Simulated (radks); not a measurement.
Initial-state core-level shifts of the gadolinium ion Gd+ when its valence configuration changes from [Xe] 4f7 5d1 6s1. Method: Dirac Kohn-Sham, PBEsol, spin-unpolarised, spherical densities, finite nucleus; open shells fill j = l - 1/2 first; Fermi nuclear charge, rms radius 5.1569 fm; computed with a radial shooting solver on a logarithmic mesh with Libxc functionals. Shifts are changes of the shell-averaged eigenvalues in eV (positive: less bound); the change of the density at the nucleus, which sets a Mossbauer isomer shift, is in e/bohr^3, on a base of 6.276e+05.

[
 {"valence": "4f7 5d0.5 6s1 6p0.5", "2s": "-1.736", "2p": "-1.734", "4p": "-1.715", "4d": "-1.724", "density at nucleus": "+4.27"},
 {"valence": "4f5 5d3 6s1", "2s": "-16.718", "2p": "-16.474", "4p": "-16.967", "4d": "-16.188", "density at nucleus": "+78.72"},
 {"valence": "4f6.5 5d1 6s1.5", "2s": "-5.051", "2p": "-4.998", "4p": "-5.169", "4d": "-5.011", "density at nucleus": "+40.05"},
 {"valence": "4f5 5d3 6p1", "2s": "-17.758", "2p": "-17.513", "4p": "-18.016", "4d": "-17.236", "density at nucleus": "+39.30"},
 {"valence": "4f7.5 5d0.5 6s1", "2s": "+3.521", "2p": "+3.475", "4p": "+3.689", "4d": "+3.546", "density at nucleus": "-16.12"},
 {"valence": "4f7 5d1 6s0.5 6p0.5", "2s": "-0.544", "2p": "-0.544", "4p": "-0.546", "4d": "-0.546", "density at nucleus": "-16.55"},
 {"valence": "4f8 6s1", "2s": "+6.721", "2p": "+6.637", "4p": "+7.073", "4d": "+6.810", "density at nucleus": "-30.47"},
 {"valence": "4f7 5d2", "2s": "+2.156", "2p": "+2.154", "4p": "+2.130", "4d": "+2.146", "density at nucleus": "-37.53"},
 {"valence": "4f7 5d1 6p1", "2s": "-1.082", "2p": "-1.081", "4p": "-1.084", "4d": "-1.085", "density at nucleus": "-33.35"}
]
